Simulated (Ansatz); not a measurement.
TcO3Cl (TcClO₃), relaxed as a singlet with RKS r2SCAN-D4/def2-SVP in Ansatz, starting from the GFN2-xTB geometry. Force threshold 0.02 eV/Å.

In the def2 sets Tc takes a core potential; there is no spin–orbit coupling. The restricted singlet is unstable towards broken spin symmetry in Hartree–Fock (as tested in another run); at r2SCAN-D4/def2-SVP this wasn't settled.

Start:

```xyz
5

Tc   -0.049   -0.050    0.100
O     1.120   -0.118    1.252
O    -1.291    0.919    0.568
O    -0.582   -1.552   -0.297
Cl    0.802    0.801   -1.623
```

```json
{"step": "1", "energy (eV)": "-20854.0472", "largest force component (eV/Å)": "2.679", "SCF passes": "29"}
{"step": "2", "energy (eV)": "-20854.3727", "largest force component (eV/Å)": "0.356", "SCF passes": "40"}
{"step": "3", "energy (eV)": "-20854.3786", "largest force component (eV/Å)": "0.080", "SCF passes": "35"}
{"step": "4", "energy (eV)": "-20854.3788", "largest force component (eV/Å)": "0.005", "SCF passes": "35"}
```

Force components are those of the run's own axes.

End:

```csv
atom,x (Å),y (Å),z (Å)
Tc1,-0.046,-0.045,0.092
O2,1.110,-0.137,1.300
O3,-1.321,0.907,0.612
O4,-0.606,-1.583,-0.262
Cl5,0.862,0.859,-1.743
```

By distances, no bond broke or formed. The bond that changes most is Tc1–Cl5, from 2.10 to 2.24 Å (atoms count from 1).

No frequencies were taken in this run, so the end may be a saddle point.

Run time 4.6 s (4 threads of Intel Xeon 6975P-C on a shared host).
